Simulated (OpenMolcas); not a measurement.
## Dy IV: the spin-orbit constant, worked from levels

```yaml
Program: OpenMolcas 26.06
Basis: ANO-RCC-VDZP [7s6p4d2f1g]
Scalar_Hamiltonian: DKH2, point nucleus
Active_space: 9 electrons in 7 orbitals (4f)
State_averaging: 2S+1 = 6 odd, 21 roots; 2S+1 = 4 odd, 224 roots (208 in the spin-orbit step); 2S+1 = 2 odd, 490 roots (385 in the spin-orbit step)
Spin-orbit_coupling: RASSI with atomic mean-field integrals over the reference wave functions, term energies averaged over their components
```

Methods: CASSCF; SS-CASPT2, IPEA 0.25 Eh, imaginary shift 0.1 Eh (closed shells correlated: 5s 5p).

**The spin-orbit constant.** For the Hund term ⁶H° of f9, E(J) = (A/2) J(J+1) + constant and ζ = -2S·A = -5A. From J = 5/2 to J = 15/2 the energy changes by 27.5 A.

```json
{"Source": "CASSCF", "E(15/2) - E(5/2)": "-10681.1", "A": "-388.4", "ζ": "1942"}
{"Source": "SS-CASPT2", "E(15/2) - E(5/2)": "-10602.1", "A": "-385.5", "ζ": "1928"}
```

All in cm-1. Both methods take the spin-orbit matrix elements from the reference wave functions, so the second can move ζ only through the term energies and any multistate remixing. Second-order mixing with other terms is absorbed into this ζ.

Term energies are means over components that CASPT2 splits; among the terms shown or strongly mixed into the levels shown the widest spread is 120 cm-1 (4f⁹ ⁶H°, SS-CASPT2). High states are left out of the spin-orbit mixing, which shifts the levels that they would mix with. The basis is small and was not contracted for so high a charge. Without dynamic correlation excited terms often stand tens of per cent too high (terms of higher spin than the ground term too low), and those without a measured partner can miss by more than the paired ones (holds for CASSCF). Only configurations of the active space appear.

° marks odd parity.
